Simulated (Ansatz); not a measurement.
Ansatz (a first-principles code) input (B3LYP/6-31G*):

Ansatz 0.2 input:
```yaml
crystal:
  periodic: [false, false, false]
  atoms:
    - {symbol: B, position_ang: [-0.67550900, 0.14887900, -0.00613900]}
    - {symbol: N, position_ang: [0.63011700, -0.09718900, 0.00592200]}
    - {symbol: H, position_ang: [-1.44672800, -0.78084800, -0.01830600]}
    - {symbol: H, position_ang: [-1.10635800, 1.26961900, -0.00524100]}
    - {symbol: H, position_ang: [1.51981600, -0.55284500, 0.01278900]}
basis:
  gaussian:
    orbitals: 6-31G*
hamiltonian:
  xc: {name: B3LYP}
magnetization: {spin_polarized: true, initial_magnetization: 1}
relax: {f_tol: 0.003, max_steps: 120}
```

Output:

```
Functional definition: B3LYP
integrals: 0.01 GiB planned
422 factors; integrals over basis functions are off by at most 5.0e-4 eV
mean field: 0.10 GiB planned
mean field evaluation 1: about -2209.6411 eV, gradient 3.0e1 eV
mean field evaluation 2: about -2201.8872 eV, gradient 4.9e1 eV
mean field evaluation 4: about -2213.7136 eV, gradient 2.2e0 eV
mean field evaluation 8: about -2213.7449 eV, gradient 1.9e-2 eV
mean field evaluation 16: about -2213.7449 eV, gradient 2.6e-5 eV
mean field -2213.74488020 eV, -81.3536238172 hartree, gradient 2.6e-5 eV, S^2 0.757258; 0 other end points of the search recorded, 0 dependent functions left out
the calculation of the forces begins
reference -2213.74504242 eV, -81.3536297787 hartree; 8, 7 occupied and 28, 29 virtual orbitals, 422 factors
relax step   1: F+E_penalty+E_count = -2213.74488020 eV  Δ(F+E_penalty+E_count) = +0.000e0 eV  max|allowed force component| = 2.913e-1 eV/Å  Δτ_max = 0.0000 Å  (28 SCF iters, accepted)
these checks for a lower state are left out or cut short: starts, cluster_reference, orbital_swaps, neighbouring_geometries, increment
integrals: 0.01 GiB planned
422 factors; integrals over basis functions are off by at most 5.0e-4 eV
mean field: 0.10 GiB planned
mean field -2213.74661155 eV, -81.3536874433 hartree, gradient 8.9e-6 eV, S^2 0.757306; 0 other end points of the search recorded, 0 dependent functions left out
the calculation of the forces begins
reference -2213.74677395 eV, -81.3536934112 hartree; 8, 7 occupied and 28, 29 virtual orbitals, 422 factors
relax step   2: F+E_penalty+E_count = -2213.74661155 eV  Δ(F+E_penalty+E_count) = -1.731e-3 eV  max|allowed force component| = 1.234e-1 eV/Å  Δτ_max = 0.0053 Å  (25 SCF iters, accepted)
these checks for a lower state are left out or cut short: starts, cluster_reference, orbital_swaps, neighbouring_geometries, increment
integrals: 0.01 GiB planned
422 factors; integrals over basis functions are off by at most 5.1e-4 eV
mean field: 0.10 GiB planned
mean field -2213.74683220 eV, -81.3536955517 hartree, gradient 1.1e-5 eV, S^2 0.757317; 0 other end points of the search recorded, 0 dependent functions left out
the calculation of the forces begins
reference -2213.74699464 eV, -81.3537015214 hartree; 8, 7 occupied and 28, 29 virtual orbitals, 422 factors
relax step   3: F+E_penalty+E_count = -2213.74683220 eV  Δ(F+E_penalty+E_count) = -2.206e-4 eV  max|allowed force component| = 2.041e-2 eV/Å  Δτ_max = 0.0019 Å  (24 SCF iters, accepted)
these checks for a lower state are left out or cut short: starts, cluster_reference, orbital_swaps, neighbouring_geometries, increment
integrals: 0.01 GiB planned
422 factors; integrals over basis functions are off by at most 5.1e-4 eV
mean field: 0.10 GiB planned
mean field evaluation 32: about -2213.7468 eV, gradient 8.9e-2 eV
mean field -2213.74683248 eV, -81.3536955621 hartree, gradient 8.9e-5 eV, S^2 0.757299; 0 other end points of the search recorded, 0 dependent functions left out
the calculation of the forces begins
reference -2213.74699488 eV, -81.3537015304 hartree; 8, 7 occupied and 28, 29 virtual orbitals, 422 factors
relax step   4: F+E_penalty+E_count = -2213.74683248 eV  Δ(F+E_penalty+E_count) = -2.834e-7 eV  max|allowed force component| = 1.996e-2 eV/Å  Δτ_max = 0.0023 Å  (20 SCF iters, accepted)
these checks for a lower state are left out or cut short: starts, cluster_reference, orbital_swaps, neighbouring_geometries, increment
integrals: 0.01 GiB planned
422 factors; integrals over basis functions are off by at most 5.1e-4 eV
mean field: 0.10 GiB planned
mean field -2213.74684691 eV, -81.3536960923 hartree, gradient 2.7e-5 eV, S^2 0.757305; 0 other end points of the search recorded, 0 dependent functions left out
the calculation of the forces begins
reference -2213.74700933 eV, -81.3537020612 hartree; 8, 7 occupied and 28, 29 virtual orbitals, 422 factors
relax step   5: F+E_penalty+E_count = -2213.74684691 eV  Δ(F+E_penalty+E_count) = -1.443e-5 eV  max|allowed force component| = 1.848e-3 eV/Å  Δτ_max = 0.0011 Å  (20 SCF iters, accepted)
integrals: 0.01 GiB planned
422 factors; integrals over basis functions are off by at most 5.1e-4 eV
mean field: 0.10 GiB planned
mean field -2213.74684691 eV, -81.3536960923 hartree, gradient 2.7e-5 eV, S^2 0.757305; 1 other end points of the search recorded, 0 dependent functions left out
the calculation of the forces begins
reference -2213.74700933 eV, -81.3537020612 hartree; 8, 7 occupied and 28, 29 virtual orbitals, 422 factors
Total energy: -2213.74700933 eV, -81.3537020612 hartree
Atom 0 at    -0.680205     0.148815    -0.006204 Å, force    -0.000951     0.000888     0.000190 eV/Å
Atom 1 at     0.633376    -0.096348     0.005956 Å, force     0.001848    -0.000755    -0.000020 eV/Å
Atom 2 at    -1.450967    -0.784881    -0.018361 Å, force     0.000053     0.000193    -0.000067 eV/Å
Atom 3 at    -1.106672     1.274468    -0.005213 Å, force    -0.000264    -0.000586    -0.000080 eV/Å
Atom 4 at     1.525806    -0.554437     0.012848 Å, force    -0.000686     0.000261    -0.000023 eV/Å
Dipole moment:     0.291453    -0.139861     0.002291 e Å
```

The geometry given is a B3LYP-D3(BJ)/def2-TZVP minimum.
